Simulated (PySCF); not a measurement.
Species: C7H9O (doublet state).
Cartesian coordinates in Å at the GFN2-xTB level; atoms count from 1:
```xyz
17
C7H9O angstrom
C      1.838   -0.629   -0.134
C      0.753    0.323   -0.626
C      0.239    1.296    0.373
C     -1.251    1.162    0.325
C     -1.436   -0.151    1.082
C     -1.058   -1.100    0.231
C     -0.612   -0.352   -1.010
O     -1.486    0.764   -1.019
H      2.083   -1.351   -0.910
H      2.737   -0.070    0.116
H      1.505   -1.164    0.751
H      1.121    0.849   -1.518
H      0.790    1.688    1.203
H     -1.862    2.008    0.619
H     -1.745   -0.217    2.106
H     -0.992   -2.162    0.361
H     -0.631   -0.882   -1.957
```

The hyperfine couplings belong to this conformer and change with its torsions.

As a line formula: `C[C@@H]1[CH][C@@H]2C=C[C@H]1O2` [radical].

Computed with UKS B3LYP, pcH-1 on C H O, non-relativistic, mean-field spin-orbit, GIAO (PySCF 2.14.0). Isolated species at its GFN2-xTB geometry, gas phase. The geometry wasn't refined by DFT: couplings that depend on bond lengths, twists or pyramidal angles can differ widely from those at the functional's own minimum. No stability test was run, so a lower SCF solution isn't excluded.

(1) The isotropic 13C couplings are +117.3, +47.4, -23.7, +19.6, -19.6, +13.4, -1.3 MHz. Assign them to C1; C2; C3; C4; C5; C6; C7.

Answers

(1) 
```csv
site,a_iso (MHz),ρ(0) (bohr⁻³),position,distance from C3 (Å),spin population,largest |T| (MHz)
C1,+19.6,+0.0174,2 bonds from C3,2.55,+0.02,4.6
C2,-19.6,-0.0174,1 bond from C3,1.49,-0.07,2.2
C3,+117.3,+0.1044,largest spin population,0.00,+0.98,154.4
C4,-23.7,-0.0211,1 bond from C3,1.50,-0.06,2.4
C5,+47.4,+0.0421,2 bonds from C3,2.32,-0.05,13.4
C6,+13.4,+0.0119,3 bonds from C3,2.73,+0.15,24.4
C7,-1.3,-0.0012,2 bonds from C3,2.31,+0.01,2.4
```

ρ(0) is the spin density at the nucleus and T the dipolar tensor; entries for several nuclei are means. Largest spin populations (Mulliken): C3 (+0.98), C6 (+0.15) and C2 (-0.07). The angles at C3 add up to 355.7°, so it is nearly planar; its axial dipolar tensor and the negative coupling of its proton fit spin in a p orbital normal to that plane.

β density exceeds α density at some nuclei, such as C4 (-0.0211), C2 (-0.0174) and H13 (-0.0118), spin density in bohr⁻³. In a single determinant that takes different orbitals for the two spins, that is spin polarisation.

Means are taken over nuclei equivalent by connectivity, which assumes that they swap fast. The three 1H nuclei of mean +0.9 MHz run from -1.6 to 4.1 MHz in the frozen geometry.

Time: 75 s (grids of density and orbitals included); peak memory 0.97 GiB. Hardware: an Arm Neoverse V1 with one thread, shared host with 32 logical CPUs at a one-minute load of 11.
